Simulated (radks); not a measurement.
Valence configurations of Cu2+ (all share [Ar]). Calculated with a radial shooting solver on a logarithmic mesh with Libxc functionals: non-relativistic Kohn-Sham, PBE, spin-polarised, spherical densities, point nucleus; open shells are filled with parallel spins first. Energies are relative to 3d9; eigenvalues in eV for spin up.

valence          E (eV)  moment (Bohr magnetons)    e(3d)    e(4p)    e(4s)
3d9               0.000                        1  -30.338        -        -
3d8.5 4s0.5       3.949                        2  -34.046        -  -23.599
3d8 4p1          16.079                        3  -39.338  -18.426        -
3d6 4s2 4p1      49.512                        5  -56.984  -21.929  -30.538
3d7 4p2          37.130                        5  -48.998  -21.137        -
3d7 4s2          22.969                        3  -46.412        -  -26.983
3d8 4s1           8.701                        3  -37.973        -  -25.062
3d5 4p4          100.53                        7  -70.395  -25.581        -
3d7.5 4s1.5      15.304                        3  -42.087        -  -26.029
3d5 4s0.5 4p3.5  94.136                        8  -69.692  -25.551  -34.967

NIST lists [Ar] 3d9 as the ground configuration; this level of theory agrees among the configurations tried. The energies are those of spherical high-spin densities, not of single terms.
